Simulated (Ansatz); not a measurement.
Reaction: KF (SMILES [F][K]) → KF+ (parent SMILES [K][F], doublet) + e-
Each species at its own B3LYP-D3(BJ)/def2-TZVP minimum (Ansatz, a first-principles code).

Total energies in hartree (Ansatz). UHF or UKS for unpaired electrons; spin-orbit terms are left out. Cores are frozen in correlated methods (noble-gas shells, and filled d and f shells in the p block). No relativity. The spin of FK+ (parent SMILES [F][K], doublet) was assumed, and the state is the lowest solution found for it.

```csv
species,HF/def2-TZVPP,CCSD(T)/def2-TZVPP,HF/def2-QZVPP,CCSD(T)/def2-QZVPP,CCSDT(Q)/def2-QZVPP
1: KF (SMILES [F][K]),-698.67356,-698.95312,-698.69253,-699.00051,-699.00077
"2: KF+ (parent SMILES [F][K], doublet)",-698.42017,-698.63355,-698.43559,-698.67085,-698.67115
```

**Question.** Work out the adiabatic ionisation energy (electronic) in eV: take Hartree-Fock from def2-QZVPP, extrapolate the CCSD(T) correlation energy as X^-3 (X = 3, 4), and add CCSDT(Q) - CCSD(T) in def2-QZVPP. 1 hartree = 27.211 eV.

**Answer.** 
Species 1: correlation (64·(-0.30798) - 27·(-0.27956))/37 = -0.32872; step -0.00026; E1 = -698.69253 + (-0.32872) + (-0.00026) = -699.02151
Species 2: correlation (64·(-0.23526) - 27·(-0.21338))/37 = -0.25123; step -0.00030; E2 = -698.43559 + (-0.25123) + (-0.00030) = -698.68712
-1·E1 +1·E2 = 0.33439 hartree = 9.10 eV.
